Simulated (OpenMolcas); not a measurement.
**Be: effect of the IPEA shift**

- Program: OpenMolcas
- Basis: ANO-RCC-VTZP [4s3p2d1f]
- Scalar Hamiltonian: DKH2, point nucleus
- Active space: 2 electrons in 9 orbitals (RAS2 2s 2p; RAS3 3d, at most 2 electrons)
- State averaging: 2S+1 = 3 even, 3 roots; 2S+1 = 1 even, 6 roots; 2S+1 = 3 odd, 3 roots; 2S+1 = 1 odd, 3 roots
- Spin-orbit coupling: state interaction with AMFI integrals over the reference wave functions, term energies averaged over their components

Methods on the same reference wave functions:
A. RASSCF
B. SS-RASPT2, IPEA 0 Eh, imaginary shift 0.1 Eh (closed shells correlated: 1s)
C. SS-RASPT2, IPEA 0.25 Eh, imaginary shift 0.1 Eh (closed shells correlated: 1s)

Energies in cm⁻¹ above 2s² ¹S₀, the measured ground level; measured values from NIST Handbook of Basic Atomic Spectroscopic Data.

| Level | A | B | C | Measured |
| --- | --- | --- | --- | --- |
| 2s² ¹S₀ | 0.0 | 0.0 | 0.0 | 0.0 |
| 2s 2p ³P°₀ | 21279 | 21848 | 21839 | 21978 |
| 2s 2p ³P°₁ | 21280 | 21849 | 21840 | 21979 |
| 2s 2p ³P°₂ | 21282 | 21851 | 21842 | 21981 |
| 2s 2p ¹P°₁ | 44866 | 43792 | 43860 | 42565 |
| 2p² ³P₀ | 59736 | 59976 | 60031 | 59694 |
| 2p² ³P₁ | 59737 | 59977 | 60032 | 59695 |
| 2p² ³P₂ | 59739 | 59979 | 60034 | 59697 |
| 2p² ¹D₂ | 60574 | 60712 | 60728 | 56882 |

Deviations, from unrounded energies. A percentage is the sum of absolute deviations over the sum of measured energies, with the sign that they share, or ± where signs differ.

```json
{"Against measurement": "mean absolute deviation (cm-1)", "Levels": "8", "A": "1000", "B": "790", "C": "820"}
{"Against measurement": "other configurations (%)", "Levels": "8", "A": "±2.4", "B": "±1.8", "C": "±1.9"}
```

B, C lie about equally close to measurement and A furthest from it. The largest miss of B in the table is 2p² ¹D₂, by +3800 cm-1. The ranking rests on the paired levels alone, and a cruder setting can come out closer through cancelling errors.

Between B and C the level of the table that moves most is 2s 2p ¹P°₁, by 68 cm-1 (lowest in B, highest in C).

The lowest spin-free term lies below A's lowest term by 0.040 hartree in B, 0.040 hartree in C.

Active for correlation alone: 3d; no level in the range computed is led by a configuration that fills it, so any true level of that kind is missing. Without dynamic correlation excited terms often stand tens of per cent too high (terms of higher spin than the ground term too low), and those without a measured partner can miss by more than the paired ones (holds for A). Computed and measured levels are paired by configuration, term and J; levels that our copy of the source lacks, or whose pairing is in doubt (as where it misses far off the trend of its configuration), stay unpaired and out of the deviations. Levels of configurations outside the active space are missing.

° marks odd parity.
